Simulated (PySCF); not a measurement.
Ge₂H₆, charge +1, multiplicity 2. Atoms are numbered in the order given.

```xyz
8

Ge     0.0000     0.0000    -1.4313
Ge     0.0000     0.0000     1.4313
H     -1.3102    -0.7565    -1.6258
H      1.3102    -0.7565    -1.6258
H      0.0000     1.5129    -1.6258
H     -1.3102     0.7565     1.6258
H      1.3102     0.7565     1.6258
H      0.0000    -1.5129     1.6258
```
Charge +1, spin multiplicity 2.

Coordinates come from a B3LYP-D3(BJ)/def2-TZVP optimisation. The multiplicity is an assumed one; no other spin state was optimised.

The numbers are results of M06-2X/def2-TZVPD (PySCF), not measurements.

Mulliken values depend strongly on the basis, most of all with diffuse functions as here. ESP charges are fitted to the potential on shells at 1.4 to 2.0 van der Waals radii. Atomic charges (e):

```
atom  ESP fit  meta-Löwdin  Mulliken spin
----  -------  -----------  -------------
Ge1      0.48         0.50           0.56
Ge2      0.48         0.50           0.56
H3       0.01         0.00          -0.02
H4       0.01         0.00          -0.02
H5       0.01         0.00          -0.02
H6       0.01         0.00          -0.02
H7       0.01         0.00          -0.02
H8       0.01         0.00          -0.02
```
